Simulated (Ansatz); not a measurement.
Input file for Ansatz (an electronic-structure program): U-PBE0/def2-TZVPP on SiS, 2S+1 = 5, a spin state set in the input, which need not be the lowest.

Ansatz 0.2 input:
```yaml
crystal:
  periodic: [false, false, false]
  atoms:
    - {symbol: Si, position_ang: [0.00000000, 0.00000000, 0.00000000]}
    - {symbol: S, position_ang: [0.00000000, 0.00000000, 2.05200000]}
basis:
  gaussian:
    orbitals: def2-TZVPP
hamiltonian:
  xc: {name: PBE0}
magnetization: {spin_polarized: true, initial_magnetization: 4}
relax: {f_tol: 0.002, max_steps: 120}
```

Output:

```
Functional definition: PBE0
[...]
integrals: 0.02 GiB planned
606 factors; their error is unknown
mean field: 0.26 GiB planned
mean field evaluation 1: about -18700.2608 eV, gradient 7.1e0 eV
mean field evaluation 2: about -18700.5241 eV, gradient 7.2e0 eV
mean field evaluation 4: about -18700.8441 eV, gradient 9.9e-1 eV
mean field evaluation 8: about -18700.8781 eV, gradient 3.2e-2 eV
mean field evaluation 16: about -18699.7009 eV, gradient 7.5e0 eV
mean field -18700.87811793 eV, -687.2445949236 hartree, gradient 1.4e-5 eV, S^2 6.005766; 1 other end points of the search recorded, 0 dependent functions left out
the calculation of the forces begins
reference -18700.87813887 eV, -687.2445956929 hartree; 17, 13 occupied and 67, 71 virtual orbitals, 606 factors
relax step   1: F+E_penalty+E_count = -18700.87811793 eV  Δ(F+E_penalty+E_count) = +0.000e0 eV  max|allowed force component| = 2.615e0 eV/Å  Δτ_max = 0.0000 Å  (35 SCF iters, accepted)
these checks for a lower state are left out or cut short: starts, cluster_reference, orbital_swaps, neighbouring_geometries, increment
integrals: 0.02 GiB planned
606 factors; their error is unknown
mean field: 0.26 GiB planned
mean field -18701.06996127 eV, -687.2516450361 hartree, gradient 1.5e-5 eV, S^2 6.006721; 0 other end points of the search recorded, 0 dependent functions left out
the calculation of the forces begins
reference -18701.06998228 eV, -687.2516458082 hartree; 17, 13 occupied and 67, 71 virtual orbitals, 606 factors
relax step   2: F+E_penalty+E_count = -18701.06996127 eV  Δ(F+E_penalty+E_count) = -1.918e-1 eV  max|allowed force component| = 3.434e-1 eV/Å  Δτ_max = 0.0710 Å  (36 SCF iters, accepted)
these checks for a lower state are left out or cut short: starts, cluster_reference, orbital_swaps, neighbouring_geometries, increment
integrals: 0.02 GiB planned
606 factors; their error is unknown
mean field: 0.26 GiB planned
mean field evaluation 32: about -18701.0749 eV, gradient 4.1e-2 eV
mean field -18701.07493483 eV, -687.2518278110 hartree, gradient 3.9e-5 eV, S^2 6.006979; 0 other end points of the search recorded, 0 dependent functions left out
the calculation of the forces begins
reference -18701.07495585 eV, -687.2518285836 hartree; 17, 13 occupied and 67, 71 virtual orbitals, 606 factors
relax step   3: F+E_penalty+E_count = -18701.07493483 eV  Δ(F+E_penalty+E_count) = -4.974e-3 eV  max|allowed force component| = 1.166e-1 eV/Å  Δτ_max = 0.0109 Å  (32 SCF iters, accepted)
these checks for a lower state are left out or cut short: starts, cluster_reference, orbital_swaps, neighbouring_geometries, increment
integrals: 0.02 GiB planned
606 factors; their error is unknown
mean field: 0.26 GiB planned
mean field -18701.07564646 eV, -687.2518539630 hartree, gradient 3.9e-5 eV, S^2 6.007141; 0 other end points of the search recorded, 0 dependent functions left out
the calculation of the forces begins
reference -18701.07566749 eV, -687.2518547359 hartree; 17, 13 occupied and 67, 71 virtual orbitals, 606 factors
relax step   4: F+E_penalty+E_count = -18701.07564646 eV  Δ(F+E_penalty+E_count) = -7.116e-4 eV  max|allowed force component| = 4.918e-4 eV/Å  Δτ_max = 0.0062 Å  (33 SCF iters, accepted)
integrals: 0.02 GiB planned
606 factors; their error is unknown
mean field: 0.26 GiB planned
mean field -18701.07564646 eV, -687.2518539630 hartree, gradient 3.9e-5 eV, S^2 6.007141; 2 other end points of the search recorded, 0 dependent functions left out
the calculation of the forces begins
reference -18701.07566749 eV, -687.2518547359 hartree; 17, 13 occupied and 67, 71 virtual orbitals, 606 factors
Total energy: -18701.07566749 eV, -687.2518547359 hartree
Atom 0 at    -0.000000    -0.000000    -0.088125 Å, force     0.000000    -0.000000     0.000492 eV/Å
Atom 1 at     0.000000     0.000000     2.140125 Å, force    -0.000000     0.000000    -0.000492 eV/Å
Dipole moment:    -0.000000    -0.000000     0.015210 e Å
```

Self-consistency was reached.

Cost: around 14 core-seconds (rough).
